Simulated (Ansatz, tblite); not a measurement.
Cost and result up the ladder for Si₂₁OH₃₂ (54 atoms). Total charge 0; singlet. Geometry: PBE-D4/def2-SVP.

```xyz
54

Si    3.285    0.568   -2.113
Si   -1.360   -2.403   -3.316
Si   -1.758   -3.033    0.319
Si    3.845   -0.476    1.541
Si    0.978   -2.220    2.744
O     1.255   -1.852   -0.729
Si   -0.611    1.987   -2.135
Si   -2.270    0.593   -1.186
Si    0.710    1.109    0.963
Si   -2.210   -0.309    2.866
Si   -2.692    3.478    1.179
Si    0.742   -1.838   -2.451
Si    2.987   -1.166   -0.548
Si    1.717    2.312   -2.026
Si    0.574   -2.960    0.540
Si   -3.075   -0.832   -2.874
Si   -2.630   -0.871    0.620
Si    3.292   -2.153    3.084
Si    2.830    1.630    1.871
Si    0.109   -0.038    2.941
Si   -3.749    2.336   -0.613
Si   -0.360    3.165    1.535
H     4.629    1.121   -1.696
H     3.440    0.019   -3.508
H    -0.818   -2.150   -4.715
H    -1.670   -3.871   -3.225
H    -2.150   -3.889    1.501
H    -2.240   -3.735   -0.925
H     5.320   -0.525    1.189
H     0.280   -3.310    3.530
H    -0.991    1.942   -3.607
H    -1.084    3.351   -1.662
H    -2.760   -1.452    3.687
H    -2.969    0.942    3.222
H    -3.451    3.095    2.427
H    -2.935    4.956    0.969
H     1.809   -2.671   -3.107
H     0.927   -0.398   -2.830
H     3.701   -2.413   -1.026
H     1.983    3.135   -3.278
H     2.052    3.199   -0.859
H     1.263   -4.258    0.196
H    -4.284   -1.608   -2.414
H    -3.387   -0.175   -4.195
H    -4.122   -1.081    0.446
H     3.971   -3.460    2.756
H     3.630   -1.754    4.497
H     2.988    2.027    3.323
H     3.661    2.593    1.052
H     0.544    0.473    4.301
H    -3.951    3.247   -1.797
H    -5.096    1.798   -0.192
H     0.285    4.277    0.735
H    -0.181    3.550    2.991
```

Ansatz on 2 threads of AMD EPYC 7R13 on a shared host and a share (18 GiB) of an NVIDIA H100 80GB HBM3; xTB runs through tblite on one thread. Times are rough, summed over both states, and most runs start from the orbitals of an earlier one. ωB97M-V/def2-SVP serves as the yardstick here, not as an exact answer. Differences are given only for rows in sets of like size (and for xTB, whose basis is part of the method), since another set adds its own error. The other state is a triplet at its own geometry, which has other bonds, so the gap mixes isomer and spin.

The xTB rows come from tblite. Correlated methods freeze 106 core orbitals. Single mean-field runs in def2-SVP are fitted with def2-universal-jkfit.

Correlated methods converge slowly with the basis, most of all in double-zeta sets.

xTB has no spin-polarisation term.

```
                         level  functions  triplet − singlet (eV)  difference from ωB97M-V/def2-SVP (eV)
 PBE-D4/def2-SVP (with forces)        552                    0.63                                  -0.22
               B2PLYP/def2-SVP        552                    0.44                                  -0.41
                     HF/STO-3G        226                   -0.27                                      –
              ωB97M-V/def2-SVP        552                    0.85                                   0.00
PBE0-D4/def2-SVP (with forces)        552                    0.56                                  -0.29
           r2SCANh-D4/def2-SVP        552                    0.36                                  -0.49
            r2SCAN-D4/def2-SVP        552                    0.37                                  -0.48
                      GFN2-xTB        225                    0.14                                  -0.72
```

**Question.** Estimate how long each takes.

**Answer.** GFN2-xTB 1.2 s; HF/STO-3G 18 s; PBE-D4/def2-SVP (with forces) 26 s; r2SCANh-D4/def2-SVP 31 s; PBE0-D4/def2-SVP (with forces) 33 s; r2SCAN-D4/def2-SVP 34 s; B2PLYP/def2-SVP 37 s; ωB97M-V/def2-SVP 44 s. On shared hardware such times vary by a factor of up to 3.
